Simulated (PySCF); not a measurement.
C8H5O2 (charge -1).
Geometry (GFN2-xTB, Å), atoms numbered from 1 in this order:
```
atom  x, y, z in Å
C1     3.3196   -0.8763    0.1535
C2     2.1912   -0.4615    0.0735
C3     0.8609   -0.0127   -0.0034
C4    -0.1645   -0.9484    0.1109
C5    -1.4901   -0.5723    0.0583
O6    -2.5271   -1.5141    0.1741
C7    -1.8093    0.7728   -0.1098
C8    -0.8158    1.7098   -0.2297
C9     0.5834    1.3954   -0.1898
O10    1.4717    2.2740   -0.3053
H11    4.3163   -1.2014    0.2150
H12    0.0960   -1.9977    0.2459
H13   -2.1050   -2.3719    0.2887
H14   -2.8542    1.0591   -0.1421
H15   -1.0777    2.7533   -0.3617
```

Definitions: NICS(0) = −σiso at the ring centroid; NICS(1) = −σiso and NICS(1)zz = −σzz at ±1 Å along the ring normal z. Level: GIAO PBE0/pcSseg-1 (PySCF, non-relativistic, gas phase) on the GFN2-xTB geometry, one conformer.

Ring bond lengths (Å), with Mayer bond orders in brackets: C3–C4 1.393 (1.36), C4–C5 1.379 (1.43), C5–C7 1.393 (1.34), C7–C8 1.371 (1.50), C8–C9 1.435 (1.21), C9–C3 1.447 (1.10).

Problem. What do the NICS probes read (ppm)?

Solution. 
```csv
ring,type,NICS(0),"NICS(1), two faces","NICS(1)zz, two faces",rms pucker (Å),"centre to ring atoms, mean (Å)"
C3–C4–C5–C7–C8–C9,6-membered carbocycle; formal bonds all aromatic,-6.3,-7.3 / -7.2,-15.0 / -14.9,0.00,1.40
```

Problem. What can be read from them?

Solution. 
- C3–C4–C5–C7–C8–C9: mean NICS(1)zz -14.9 ppm, shielded.

Problem. What does the geometric index give? HOMA = 1 − mean of α(R − Ropt)² over the ring bonds, with Krygowski's 1993 parameters (CC: Ropt 1.388 Å, α 257.7 Å⁻²).

Solution. 
- C3–C4–C5–C7–C8–C9: HOMA 0.74 = 1 − EN − GEO, with mean bond length 1.403 Å, EN = α(Ropt − mean)² = 0.057 and GEO = α × variance = 0.205.

Problem. At the first NICS(1) probe listed for ring C3–C4–C5–C7–C8–C9, 1 Å off the ring, what do the in-plane components average?

Solution. The isotropic value is a third of the trace: (3 × -7.3 − (-15.0))/2 = -3.4 ppm.

Problem. List the ring angles and the Hirshfeld charges of the ring atoms.

Solution. 
- C3–C4–C5–C7–C8–C9: C3 121.5° (-0.067 e), C4 121.4° (-0.106 e), C5 119.2° (+0.004 e), C7 120.3° (-0.100 e), C8 123.7° (-0.112 e), C9 113.8° (+0.045 e); sum 720.0° against 720° for a flat convex ring.

Problem. What are the shieldings of the ring atoms and their hydrogens in the same run (means over atoms taken as equivalent)?

Solution. 
```tsv
atoms	environment	σ isotropic (ppm)	principal values of the symmetric part, first atom (ppm)
C3	substituted aromatic carbon	81.1	17.9, 75.8, 149.5
C4	aromatic CH carbon	64.4	-19.5, 78.0, 134.6
C5	aromatic carbon bearing oxygen	46.9	-21.4, 45.8, 116.3
C7	aromatic CH carbon	66.9	-26.0, 68.0, 158.8
C8	aromatic CH carbon	61.4	-20.9, 64.5, 140.7
C9	aromatic carbon bearing oxygen	8.6	-64.4, -20.4, 110.5
H12	aromatic hydrogen	25.39	22.5, 24.0, 29.6
H14	aromatic hydrogen	25.31	22.7, 25.1, 28.2
H15	aromatic hydrogen	25.81	23.7, 25.3, 28.4
```
